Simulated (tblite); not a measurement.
C6H11B.
Geometry (GFN2-xTB, Å), atoms numbered from 1 in this order:
```xyz
18
C6H11B angstrom
C      3.3393    0.1327    0.1555
C      2.0947   -0.3442    0.1255
B      0.9607    0.2613   -0.7373
C     -0.5144   -0.2641   -0.6016
C     -1.6886    0.7432   -0.6753
C     -2.2944    0.1207    0.5898
C     -1.0471   -0.7563    0.7658
H      4.1167   -0.2891    0.7759
H      3.6276    0.9826   -0.4431
H      1.8812   -1.1976    0.7617
H      1.2050    1.1141   -1.5047
H     -0.6544   -1.0453   -1.3574
H     -2.3077    0.6817   -1.5687
H     -1.3747    1.7770   -0.5418
H     -3.2009   -0.4506    0.3966
H     -2.4905    0.8193    1.4015
H     -0.4237   -0.4533    1.6053
H     -1.2377   -1.8256    0.8406
```

Computed values, GFN2-xTB/tblite, gas phase, harmonic and unscaled. Errors from tens to a few hundred cm⁻¹ against measured bands are possible. Modes of hydrogen on boron can be 10 to 20 % off. One conformer, not necessarily the lowest.

Harmonic wavenumbers (cm⁻¹): 38.1, 50.0, 66.8, 137.6, 267.0, 327.7, 407.3, 463.8, 680.0, 725.8, 793.9, 821.2, 860.4, 914.7, 934.4, 979.2, 996.9, 1027.7, 1041.6, 1046.3, 1064.0, 1075.0, 1111.1, 1153.2, 1188.7, 1194.9, 1208.7, 1236.4, 1248.5, 1263.4, 1279.4, 1309.6, 1414.9, 1477.7, 1484.6, 1500.8, 1642.8, 2617.5, 2910.2, 2983.2, 2993.2, 3003.6, 3009.0, 3010.6, 3012.0, 3021.6, 3068.7, 3099.0.

A = 7153, B = 1303, C = 1188 MHz; mass 94.095 u (most abundant isotopes); point group C1, symmetry number 1.

Q: Zero-point energy?

A: ½Σν̃ = 33581 cm⁻¹ = 96.01 kcal/mol.

Q: Entropy at 298.15 K, 1 bar (ideal gas, RRHO, classical rotation)?

A: Translation 39.56, rotation 27.76, vibration 24.29: S = 91.6 cal/(mol K).

Q: And Cp and H(298.15 K) − H(0)?

A: Cp = 31.09 cal/(mol K), of which vibrations give 23.14 (their classical limit is 48 R = 95.4); H(298.15 K) − H(0) = 5.83 kcal/mol without the zero-point energy, 3.46 from vibrations.

Q: Which modes carry the vibrational entropy at 298.15 K?

A: 38.1 cm⁻¹: 5.36; 50.0 cm⁻¹: 4.82; 66.8 cm⁻¹: 4.25; 137.6 cm⁻¹: 2.84; 267.0 cm⁻¹: 1.62; 327.7 cm⁻¹: 1.27 cal/(mol K); the other 42 give 4.15 together.

Q: What must be added to the electronic energy to get the Gibbs energy at 298.15 K and 1 bar?

A: ZPE + [H(298.15 K) − H(0)] − T·S = 96.01 + 5.83 − 27.32 = 74.52 kcal/mol.

Q: Blend soft modes into free rotors: weight 1/[1 + (100 cm⁻¹/ν̃)⁴] for the oscillator and the rest for a rotor with moment μB/(μ + B), μ = h/(8π²ν), B = 10⁻⁴⁴ kg m². What vibrational entropy results?

A: 20.70 cal/(mol K) in place of 24.29, which changes −T·S at 298.15 K by +1.07 kcal/mol.

Q: How do the functions run with temperature in this model?

A: 
```json
{"T (K)": "100", "S (cal/(mol K))": "68.0", "Cp (cal/(mol K))": "16.5", "H − H(0) (kcal/mol)": "1.29", "G − H(0) (kcal/mol)": "-5.51", "ln q(vib)": "2.20"}
{"T (K)": "200", "S (cal/(mol K))": "81.1", "Cp (cal/(mol K))": "22.5", "H − H(0) (kcal/mol)": "3.22", "G − H(0) (kcal/mol)": "-13.00", "ln q(vib)": "4.43"}
{"T (K)": "300", "S (cal/(mol K))": "91.8", "Cp (cal/(mol K))": "31.3", "H − H(0) (kcal/mol)": "5.89", "G − H(0) (kcal/mol)": "-21.66", "ln q(vib)": "6.42"}
{"T (K)": "500", "S (cal/(mol K))": "112.3", "Cp (cal/(mol K))": "49.7", "H − H(0) (kcal/mol)": "14.05", "G − H(0) (kcal/mol)": "-42.08", "ln q(vib)": "10.40"}
{"T (K)": "800", "S (cal/(mol K))": "139.9", "Cp (cal/(mol K))": "67.8", "H − H(0) (kcal/mol)": "31.92", "G − H(0) (kcal/mol)": "-80.02", "ln q(vib)": "16.50"}
{"T (K)": "1000", "S (cal/(mol K))": "155.9", "Cp (cal/(mol K))": "75.7", "H − H(0) (kcal/mol)": "46.31", "G − H(0) (kcal/mol)": "-109.63", "ln q(vib)": "20.45"}
```

q(vib) and H(0) count from the zero-point level.

Hindered rotation and anharmonicity are outside this model. Other conformers, if any are populated, would add a mixing term that is left out. The structure is chiral; the term R ln 2 for an equal mix with its mirror image is left out.

On one thread of an Arm Neoverse V2, no GPU, on a shared host, this took 0.39 s wall. This covers the Hessian and the dipole derivatives.
